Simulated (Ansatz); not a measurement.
Compare A (`NB(O)[SiH2]F`) with its isomer B (`NBO[SiH2]F`).

Isolated molecules relaxed with PBE0-D4/def2-TZVP in Ansatz; ΔE leaves out vibrations. CBS: MP2 limit from def2 TZ/QZ plus the TZ coupled-cluster correction, frozen cores. Functionals use def2-TZVPP. B3LYP here is the variant with VWN-RPA as its local correlation; programs differ in this. One conformer a species, not always the lowest.

A:

Z-matrix (Å, degrees):
```
Si
F 1 1.620
B 1 2.029 2 105.0
H 1 1.489 2 107.1 3 122.6
H 1 1.489 2 107.1 3 -122.5
O 3 1.372 1 118.5 2 -0.2
N 3 1.398 1 123.6 2 179.8
H 6 0.959 3 113.2 1 0.0
H 7 1.008 3 121.8 1 180.0
H 7 1.003 3 124.1 1 -0.0
```

B:

```xyz
10

N    -1.448   -0.535   -1.500
B    -0.775   -0.465   -0.283
O     0.416    0.223   -0.215
Si    1.402    0.587    1.024
F     1.043    2.038    1.577
H    -2.317   -1.024   -1.610
H    -1.106   -0.092   -2.336
H    -1.228   -1.007    0.687
H     1.226   -0.366    2.143
H     2.786    0.641    0.512
```

Which is lower in electronic energy at CCSD(T)/CBS, and by how much? (Best estimate.)

Computed: B, by 141.0 kJ/mol.

Give E(B) − E(A) in kJ/mol with B2PLYP, r2SCAN-D4, HF/def2-TZVPP, CCSD(T)/def2-TZVPP, B3LYP, B3LYP-D4, PBE0-D4. (An estimate is asked.)

Computed: B2PLYP -143.9, r2SCAN-D4 -134.7, HF/def2-TZVPP -165.7, CCSD(T)/def2-TZVPP -140.9, B3LYP -139.1, B3LYP-D4 -137.5, PBE0-D4 -124.5. None reverses the order clearly.

Largest T1 diagnostic: 0.013.

From PBE to PBE0 (25 % exact exchange), in def2-TZVPP and without D4, E(B) − E(A) moves by −9.5 kJ/mol. In def2-TZVPP, CCSD(T) changes the Hartree–Fock value by +24.8 kJ/mol (the triples alone add +3.3 kJ/mol) and MP2 by +18.4 kJ/mol.
